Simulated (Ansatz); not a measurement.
`COB(C)N` + `CCl` → `CB(N)CCl` + CH₃OH  (formal exchange of groups at a B–O bond)

Program: Ansatz. Geometries: PBE0-D4/def2-TZVP. ΔE: electronic, gas phase. CCSD(T)/CBS adds triple-zeta CCSD(T) − MP2 to the extrapolated MP2 energy (def2 sets, frozen cores). This one scheme is used for every species. Functionals use def2-TZVPP. B3LYP here is the variant with VWN-RPA as its local correlation; programs differ in this. Each species was taken in one conformer, which may not be the lowest.

| level | ΔE (kcal/mol) |
| --- | --- |
| ωB97X-V | 27.5 |
| PBE0 | 26.7 |
| B3LYP | 28.2 |
| SCS-MP2/def2-TZVPP | 27.6 |
| HF/def2-QZVPP | 30.6 |
| MP2/def2-QZVPP | 27.1 |
| SCS-MP2/def2-QZVPP | 27.5 |
| MP2/CBS(def2) | 26.9 |

Problem. What does CCSD(T)/CBS give? (Estimate.)

Solution. Computed: +26.8 kcal/mol. The listed levels differ from it by 0.7, -0.1, 1.4, 0.8, 3.8, 0.3, 0.7, 0.1 kcal/mol.

Largest T1 diagnostic among the species: 0.011.

In def2-TZVPP, CCSD(T) changes the Hartree–Fock value by −3.3 kcal/mol (the triples alone add −0.4 kcal/mol) and MP2 by −3.2 kcal/mol.
